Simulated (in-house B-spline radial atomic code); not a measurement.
Checks on a self-consistent run for Mo6+, [Ne] 3s2 (3p1/2)2 (3p3/2)3 3d10 4s2 4p6 4d1. Level of theory: Dirac-Hartree-Fock, average of the jj configuration, Fermi nucleus of rms radius 4.4091 fm; calculated with a B-spline radial code for spherical atoms.

```
orbital    q      ε (Eh)     <1/r>        <r²>  small-component weight
  1s1/2    2  -743.90670   43.5543  0.00166759                0.023474
  2s1/2    2  -111.46779   9.94525    0.027642               0.0048432
  2p1/2    2  -102.58586   9.88579     0.02098               0.0048162
  2p3/2    4   -98.58845   9.40932   0.0223991               0.0046524
  3s1/2    2   -23.22840   3.43677    0.204624               0.0013174
  3p1/2    2   -19.91009   3.33483    0.202171               0.0012623
  3p3/2    3   -19.25279   3.20959    0.216074                0.001213
  3d3/2    4   -13.20435   3.02926    0.195773               0.0010999
  3d5/2    6   -13.00145   3.00137    0.198909               0.0010887
  4s1/2    2    -6.12464   1.29712     1.23194              0.00031722
  4p1/2    2    -4.94076   1.20305     1.40275              0.00028188
  4p3/2    4    -4.81250   1.19263      1.4573              0.00028769
  4d3/2  0.4    -3.24150  0.976322     2.03029              0.00020145
  4d5/2  0.6    -3.22477   0.96945     2.05526              0.00019949
```

Electron-electron repulsion V_ee = 1394.9226 hartree.

(1) What total energy follows from the eigenvalues?

(2) Does the Dirac virial theorem hold?

(3) What diamagnetic shielding (Lamb formula) and susceptibility (Langevin formula) do the radii give?

## Answers

(1) The eigenvalues count the repulsion twice, so E = Σqε - V_ee = -2629.748 - 1394.923 = -4024.671 hartree; the run printed -4024.671.

(2) For a point nucleus E = -2c²Σq·w, with w the small-component weight. Here Σq·w = 0.10716 and c = 137.0360, so the ratio E/(-2c²Σq·w) is 1.000027; the finite nucleus accounts for the departure from 1.

(3) σ = (α²/3)Σq<1/r> = 228.448/(3·137.036²) = 4055.1 ppm, and χ = -0.79199×10⁻⁶·Σq<r²> = -13.28×10⁻⁶ cm³/mol with Σq<r²> = 16.772 bohr². Both are non-relativistic formulas without the paramagnetism of open shells.
